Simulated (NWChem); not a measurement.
System: CBrF$_{2}$, doublet; SMILES F[C](F)Br

Computed with NWChem. Spin-unrestricted. In the optimisation the excess spin sits in a' (Cs, its own frame). This build's default masses of Se (78.918 u) and Br (79.917 u) are each other's, which moves their modes by up to 0.6 %. No stability test was run on the SCF state. The level has its own optimisation; frequencies are unscaled.

Q: Estimate the computed values for B3LYP/3-21G. Quantities: r C–F (Å); r Br–C (Å); highest harmonic frequency (cm⁻¹); lowest (cm⁻¹); zero-point energy (kcal/mol); dipole (D).

A: 
- r C–F (Å) = 1.352
- r Br–C (Å) = 1.996
- highest harmonic frequency (cm⁻¹) = 1249
- lowest (cm⁻¹) = 274
- zero-point energy (kcal/mol) = 5.9
- dipole (D) = 0.13
